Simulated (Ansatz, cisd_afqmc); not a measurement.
Species: Sc, charge 1, triplet.

Total energies in cc-pwCVTZ-DK, 10 correlated electrons, 5 frozen orbitals. UHF or UKS for unpaired electrons; spin-orbit terms are left out. The -DK rows use spin-free X2C, correlate 3s3p of the metal (1s2s2p frozen) and give its partners the cc-pVXZ-DK valence sets. AFQMC is phaseless with a CISD trial state; ± is one standard error, without the phaseless bias. Outlying blocks are dropped, and bars are widened where a walk drifts. Over all cases where full CI ran beside it in this data, AFQMC minus full CI had a median of +0.1 mEh and passed +0.4 mEh in a tenth of the cases. Open-shell metal atoms are single determinants, not pure terms.

```tsv
method	program	energy (Eh)	minus CCSDT(Q) (mEh)
HF	Ansatz	-763.08938	333.96
MP2	Ansatz	-763.39294	30.39
CCSD	Ansatz	-763.41373	9.61
CCSD(T)	Ansatz	-763.42272	0.62
CCSDT(Q)	Ansatz	-763.42333	0.00
AFQMC/CISD	cisd_afqmc	-763.4228 ± 0.0003	0.5 ± 0.3
```

Ansatz is a program for electronic structure.
